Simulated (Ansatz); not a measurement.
Input file for Ansatz (a quantum-chemistry and plane-wave program): R-PBE0/def2-TZVPPD on GaH3 (SMILES [GaH3]) with ghost functions, monomers drawn apart or pushed together. Files ending in .json are basis or fitting sets from the Basis Set Exchange.

Ansatz 0.2 input:
```yaml
crystal:
  periodic: [false, false, false]
  atoms:
    - {symbol: Ga, position_ang: [0.47028930, -0.36793714, 0.77091002]}
    - {symbol: H, position_ang: [0.08717462, -1.90124178, 0.83917580]}
    - {symbol: H, position_ang: [-0.28102932, 0.54110830, -0.28343333]}
    - {symbol: H, position_ang: [1.92853494, 0.05567303, 1.21425464]}
basis:
  gaussian:
    orbitals: def2-TZVPPD.json
    ghost_atoms:
      - {symbol: N, position_ang: [-0.75393101, 0.39103896, 2.82296177]}
      - {symbol: H, position_ang: [-1.74725867, 0.20479254, 2.73574076]}
      - {symbol: H, position_ang: [-0.40973783, -0.09455344, 3.64437971]}
      - {symbol: H, position_ang: [-0.62803231, 1.38739087, 2.96588344]}
hamiltonian:
  xc: {name: PBE0}
scf: {lower_state_search: off}
```

Output:

```
WARN ansatz: RAYON_NUM_THREADS=2 ignored (pool sized by the plan → 2); use --threads N
Functional definition: PBE0
these checks for a lower state are left out or cut short: stability, starts, cluster_reference, orbital_swaps, neighbouring_geometries, increment
integrals: 0.09 GiB planned
934 factors; their error is unknown
mean field: 0.84 GiB planned
mean field evaluation 1: about -52418.0301 eV, gradient 2.2e1 eV
mean field evaluation 2: about -52418.0977 eV, gradient 2.8e1 eV
mean field evaluation 4: about -52418.6641 eV, gradient 3.4e-1 eV
mean field evaluation 8: about -52418.8326 eV, gradient 2.1e-3 eV
mean field -52418.83264315 eV, -1926.3565688750 hartree, gradient 2.7e-6 eV, S^2 0.000000; 0 other end points of the search recorded, 0 dependent functions left out
reference -52418.83267404 eV, -1926.3565700100 hartree; 17, 17 occupied and 176, 176 virtual orbitals, 934 factors
Total energy: -52418.83267404 eV, -1926.3565700100 hartree
Checks for a lower state left out: stability, starts, cluster_reference, orbital_swaps, neighbouring_geometries, increment
```

The run converged.

Cost: around 3 core-seconds (rough).
